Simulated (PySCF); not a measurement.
**SMILES Clc1cccc[o+]1, [C$_{5}$H$_{4}$ClO]+, charge +1**

Geometry (Å), atoms numbered from 1 in this order:
```xyz
11

Cl    2.974   -0.833   -0.182
C     1.349   -0.406   -0.085
C     0.885    0.908   -0.016
C    -0.481    1.121    0.061
C    -1.351    0.020    0.068
C    -0.800   -1.232   -0.005
O     0.504   -1.420   -0.078
H     1.589    1.725   -0.022
H    -0.874    2.127    0.115
H    -2.420    0.148    0.127
H    -1.368   -2.155   -0.008
```

Total charge +1.

The calculation used PySCF, quadratic response LC-wPBE/def2-SVPD first hyperpolarisability, Taylor convention, gas phase. Geometry: GFN2-xTB.

(1) Give the tensor of the second harmonic β(−2ω;ω,ω) at 1064 nm in the axes of these coordinates.

Results:

(1) In au, Taylor convention; rows are the first index (the induced dipole):
|  | xx | yy | zz | xy | xz | yz |
| --- | --- | --- | --- | --- | --- | --- |
| x | +345.2 | -23.8 | +2.8 | -102.4 | -20.9 | +4.2 |
| y | -90.9 | -2.9 | -3.0 | -17.6 | +3.8 | +1.0 |
| z | -20.5 | +1.3 | -0.6 | +4.4 | +2.3 | -3.0 |

Norm of βᵢ = ⅓ Σⱼ (βᵢⱼⱼ + βⱼᵢⱼ + βⱼⱼᵢ): 344.8 au, hyper-Rayleigh value 152.7 au.
